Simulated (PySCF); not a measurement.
Molfile (atoms numbered from 1):
```
C4H12Si
     RDKit          3D

 17 16  0  0  0  0  0  0  0  0999 V2000
   -0.4066   -1.2134   -1.4194 C   0  0  0  0  0  0  0  0  0  0  0  0
   -0.0012   -0.0007   -0.0018 Si  0  0  0  0  0  4  0  0  0  0  0  0
    0.0081    1.7855   -0.6754 C   0  0  0  0  0  0  0  0  0  0  0  0
   -1.3198   -0.1549    1.3703 C   0  0  0  0  0  0  0  0  0  0  0  0
    1.7161   -0.4155    0.7216 C   0  0  0  0  0  0  0  0  0  0  0  0
   -1.3797   -1.0036   -1.8532 H   0  0  0  0  0  0  0  0  0  0  0  0
   -0.4187   -2.2416   -1.0702 H   0  0  0  0  0  0  0  0  0  0  0  0
    0.3270   -1.1480   -2.2173 H   0  0  0  0  0  0  0  0  0  0  0  0
    0.2425    2.5019    0.1064 H   0  0  0  0  0  0  0  0  0  0  0  0
   -0.9581    2.0579   -1.0892 H   0  0  0  0  0  0  0  0  0  0  0  0
    0.7465    1.9077   -1.4621 H   0  0  0  0  0  0  0  0  0  0  0  0
   -2.3121    0.0753    0.9941 H   0  0  0  0  0  0  0  0  0  0  0  0
   -1.3509   -1.1605    1.7791 H   0  0  0  0  0  0  0  0  0  0  0  0
   -1.1170    0.5258    2.1917 H   0  0  0  0  0  0  0  0  0  0  0  0
    1.7463   -1.4264    1.1171 H   0  0  0  0  0  0  0  0  0  0  0  0
    2.4931   -0.3368   -0.0328 H   0  0  0  0  0  0  0  0  0  0  0  0
    1.9775    0.2592    1.5312 H   0  0  0  0  0  0  0  0  0  0  0  0
  1  2  1  0
  2  3  1  0
  2  4  1  0
  2  5  1  0
  1  6  1  0
  1  7  1  0
  1  8  1  0
  3  9  1  0
  3 10  1  0
  3 11  1  0
  4 12  1  0
  4 13  1  0
  4 14  1  0
  5 15  1  0
  5 16  1  0
  5 17  1  0
M  END
```

Geometry: GFN2-xTB; GIAO absolute shieldings from PySCF 2.14.0 with density-fitted response routines, gas phase, non-relativistic, averaged over equivalent atoms.

At B97-D/def2-SVP (134 basis functions, of the order of 11 core-seconds):
| atoms | σ (ppm) |
| --- | --- |
| C1/C3/C4/C5 | 191.0 |
| Si2 | 404.2 |
| H6/H7/H8/H9/H10/H11/H12/H13/H14/H15/H16/H17 | 31.91 |

**Question.** Estimate the result of repeating the calculation with OPBE/def2-SVP.

**Answer.** 
```csv
atoms,σ at OPBE/def2-SVP,change
C1/C3/C4/C5,195.4,+4.4
Si2,393.5,-10.7
H6/H7/H8/H9/H10/H11/H12/H13/H14/H15/H16/H17,31.78,-0.13
```

The largest change is at Si2 (silicon bonded to 4 C). Cost: 134 basis functions, roughly 11 core-seconds.
